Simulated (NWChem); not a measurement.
Species: C3H5FO; SMILES O(/C=C/F)C

```xyz
10

C     -0.2917     2.2528    -0.0974
O      0.4760     1.1221     0.2167
C     -0.1949    -0.0483     0.2027
C      0.4095    -1.1928    -0.1174
F     -0.2392    -2.3554    -0.0423
H      0.3472     3.1335     0.0489
H     -1.1735     2.3414     0.5645
H     -0.6406     2.2345    -1.1457
H     -1.2509    -0.0403     0.5063
H      1.4532    -1.2712    -0.4314
```
Atoms are numbered in this order, from 1.

All runs: NWChem. Pople sets run with spherical d functions. STO-3G and 3-21G are far too small for this property and stand as cheap habits. The geometry was optimised at PBE0/def2-SVP. B3LYP is NWChem's, with the RPA form of VWN correlation. GIAO values for the isolated, static molecule; σ is the absolute isotropic shielding, δ = σ(reference) − σ with the isolated reference molecule computed at the same levels (13C: tetramethylsilane, 19F: trichlorofluoromethane, 1H: tetramethylsilane, 17O: water).

| level | δ C1 (ppm) | δ O2 (ppm) | δ C3 (ppm) | δ C4 (ppm) | δ F5 (ppm) | δ H6 (rotor mean) (ppm) | δ H9 (ppm) |
|---|---|---|---|---|---|---|---|
| Hartree-Fock/6-31G* | 52.3 | -4.2 | 133.9 | 137.3 | -145.5 | 3.35 | 6.44 |
| KT2/pcSseg-1 | … | … | … | … | … | … | 6.35 |
| B3LYP/6-311G** | 59.9 | 64.4 | 143.6 | 147.9 | -193.9 | 3.41 | 6.35 |
| Hartree-Fock/STO-3G | 49.8 | -13.4 | 123.0 | 121.7 | -32.3 | 2.08 | 5.02 |

Problem. What belongs in the gaps?

Solution. 
- KT2/pcSseg-1, δ C1 (ppm): 60.8
- KT2/pcSseg-1, δ O2 (ppm): 60.7
- KT2/pcSseg-1, δ C3 (ppm): 136.9
- KT2/pcSseg-1, δ C4 (ppm): 141.7
- KT2/pcSseg-1, δ F5 (ppm): -208.2
- KT2/pcSseg-1, δ H6 (rotor mean) (ppm): 3.47
